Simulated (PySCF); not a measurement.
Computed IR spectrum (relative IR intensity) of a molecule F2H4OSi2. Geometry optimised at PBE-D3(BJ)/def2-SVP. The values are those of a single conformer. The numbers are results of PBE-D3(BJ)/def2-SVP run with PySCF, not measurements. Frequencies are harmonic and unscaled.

Lines under 2 % of the strongest are left out, and lines within 2 cm⁻¹ are merged.

ν (cm⁻¹): 292 (w), 680 (m), 686 (w), 842 (w), 846 (vw), 901 (vs), 947 (m), 970 (m), 1075 (vs), 2211 (m), 2227 (s) (against the strongest line: vs over 80 %, s over 45 %, m over 15 %, w over 4 %, vw less)

Question: Pick the molecule that these values belong to.
(A) F[SiH2]O[SiH2]F
(B) F[SiH](F)O[SiH3]
(C) O[Si](F)(F)[SiH3]
(D) O[Si@@H](F)[SiH2]F

Answer: A, F[SiH2]O[SiH2]F
